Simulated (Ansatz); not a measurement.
The same path of BFH2O + H2O (8 atoms, charge 0, multiplicity 1) was run twice with different band settings. Lost on the way: B1–H2, O6–H8. Made: B1–O6, H2–H8.

Computed with Ansatz, RKS PBE-D4/6-31G*.

Relaxed end points:

```xyz
8
Properties=species:S:1:pos:R:3
B -0.004 -0.362 0.231
H -0.439 -1.091 1.088
F 1.340 -0.242 0.083
O -0.760 0.072 -0.844
H -1.691 -0.187 -0.713
O -0.124 1.509 1.396
H -0.391 1.981 0.579
H 0.852 1.606 1.402
```

```xyz
8
Properties=species:S:1:pos:R:3
B -0.237 0.544 -0.480
H 0.319 -0.202 3.310
F 0.943 0.161 -1.035
O -1.420 0.016 -0.915
H -1.260 -0.630 -1.628
O -0.263 1.473 0.528
H 0.643 1.766 0.740
H 0.057 0.155 2.702
```

Common settings: movable images 5; spring 5.0 eV/Å²; start path through a guess of the saddle point; force threshold 0.05 eV/Å; iteration limit 60; end points relaxed.

| run | climbing image | optimiser |
| --- | --- | --- |
| 1 | yes | quadratic models (default) |
| 2 | from the first iteration | lbfgs |

**Question.** What does each run give, and how far can it be trusted?

**Answer.** Run 1: converged after 31 iterations, highest image 1.080 eV above the first end. The profile has 2 maxima (images 1, 3) with wells between them (image 2): this band takes more than one step, which may be the mechanism or a detour left from its start path. Neighbouring images differ by up to 2.0 eV, so the band resolves the path poorly. A vibrational analysis at the climbing image gives one clearly imaginary mode, 1280i cm⁻¹: a first-order saddle point.
Run 2: not converged after 60 iterations, highest image 0.457 eV above the first end. The band didn't meet its force threshold, so its energies are provisional: the largest band force was still 0.60 eV/Å, and over the last iterations the top moved between 0.46 and 0.48 eV.
The orbitals stay closed-shell, which can raise the energy where a bond breaks towards radicals; this wasn't checked here.
